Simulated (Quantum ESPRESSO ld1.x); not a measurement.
Values are calculated unless marked as measured or tabulated.
Question: Au, configuration [Kr] 4d10 4f14 5s2 5p5.5 5d10 6s1.5 (fractional occupations, a model configuration). Level of theory: scalar-relativistic Kohn-Sham, LDA (Slater exchange, Gunnarsson-Lundqvist correlation), spin-unpolarised, spherical densities, point nucleus (ld1.x of Quantum ESPRESSO 7.5). Some entries of the table are withheld. Estimate them.

orbital  occ.  eigenvalue (Ry)  <r> (bohr)  r(max) (bohr)
1s          2         -5933.35     0.01687          0.010
2s          2         -1047.16     0.07115          0.060
2p          6         -905.555     0.06426          0.050
3s          2         -247.307      0.1840          0.169
3p          6         -206.246      0.1852          0.169
3d         10         -162.339      0.1677          0.137
4s          2         -53.8085      0.4073          0.382
4p          6         -40.3416         (1)          0.404
4d         10         -24.1790      0.4586          0.411
5s          2              (2)      0.9237          0.844
4f         14         -6.22096      0.4982          0.376
5p        5.5         -4.58806       1.067          0.952
5d         10         -0.64471       1.573           1.20
6s        1.5         -0.49787       2.761           2.28

Answer: 
(1) 4p <r> (bohr): 0.4338
(2) 5s eigenvalue (Ry): -8.18669
